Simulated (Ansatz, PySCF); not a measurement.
System: C2H2N, net charge 0, doublet state. It need not be the lowest isomer of its formula. 
Coordinates optimised at B3LYP-D3(BJ)/def2-TZVP (Ansatz, a program for electronic structure):
```xyz
5

C     -1.1003     0.1172     0.1136
N      0.2172    -0.0231    -0.0224
C      1.3859    -0.1476    -0.1430
H     -1.6290    -0.5396     0.7877
H     -1.6054     0.8842    -0.4538
```
Charge 0, spin multiplicity 2.

Dipole moments at this geometry, in debye (magnitudes).

```json
[
 {"level": "BP86/def2-TZVPD", "program": "PySCF", "dipole (D)": "3.41"},
 {"level": "B97M-V/def2-TZVPD", "program": "Ansatz", "dipole (D)": "3.31"},
 {"level": "BHLYP/def2-TZVPD", "program": "Ansatz", "dipole (D)": "?"},
 {"level": "PW6B95/def2-TZVPD", "program": "PySCF", "dipole (D)": "3.26"},
 {"level": "CCSD(T)/aug-cc-pVDZ", "program": "Ansatz", "dipole (D)": "?"}
]
```

Question: Some entries are withheld; supply them.

Answer: 
- BHLYP/def2-TZVPD, dipole (D): 3.25
- CCSD(T)/aug-cc-pVDZ, dipole (D): 3.34
